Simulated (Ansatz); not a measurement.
Total energies of CH5ClSiZn (`[CH3][Zn][SiH2]Cl`).

Cartesian coordinates in Å:
```
C 1.353 0.164 1.757
Zn 0.102 -0.014 0.275
Si -1.391 -0.212 -1.572
Cl -0.406 0.455 -3.284
H 1.434 -0.773 2.314
H 1.027 0.943 2.451
H 2.349 0.429 1.394
H -1.837 -1.602 -1.870
H -2.630 0.609 -1.465
```

Total charge 0; spin multiplicity 1. For Zn the d shell is correlated and the shells below it are frozen. Scalar relativity is left out up to krypton. The geometry is a stationary point of PBE0-D4/def2-TZVP. It is one conformer, not always the lowest. Basis def2-TZVPP, Ansatz 0.2.0.

RPA on PBE orbitals: Hartree–Fock energy of these orbitals -2567.01754 Eh, correlation -1.50562 Eh (frozen core).

| functional | energy without D4 (Eh) | D4 term (kJ/mol) |
| --- | --- | --- |
| LDA (SPW92) | -2564.34419 | – |
| r2SCAN | -2570.18879 | -4.1 |
| B97M-V | -2569.73748 | – |
| PBE0 | -2569.71220 | -14.7 |
| HSE06 (plane-wave form) | -2569.69337 | -13.9 |
| CAM-B3LYP | -2570.39169 | -15.2 |
| LC-ωPBE | -2569.81669 | – |
| ωB97X-V | -2569.99101 | – |
| ωB97M-V | -2570.11271 | – |
| B2PLYP | -2569.71264 | – |

**Question.** Give the same for PBE, revPBE, BLYP, B3LYP, r2SCANh, r2SCAN0, BHLYP, PBE-QIDH. (An estimate is asked.)

**Answer.** Ansatz gave: 
```csv
functional,energy without D4 (Eh),D4 term (kJ/mol)
PBE,-2569.61956,-17.2
revPBE,-2570.01029,-47.2
BLYP,-2570.33704,-37.2
B3LYP,-2570.37908,-28.1
r2SCANh,-2570.16853,-4.5
r2SCAN0,-2570.14002,-5.0
BHLYP,-2570.21539,-23.8
PBE-QIDH,-2569.29038,–
```

B3LYP takes the VWN-RPA correlation (the form of Gaussian; ORCA's B3LYP/G). HSE06 is the plane-wave form, built on full-range PBE exchange. The double hybrids freeze the cores in their second-order part.

LC-ωPBE has ω = 0.4 bohr⁻¹.
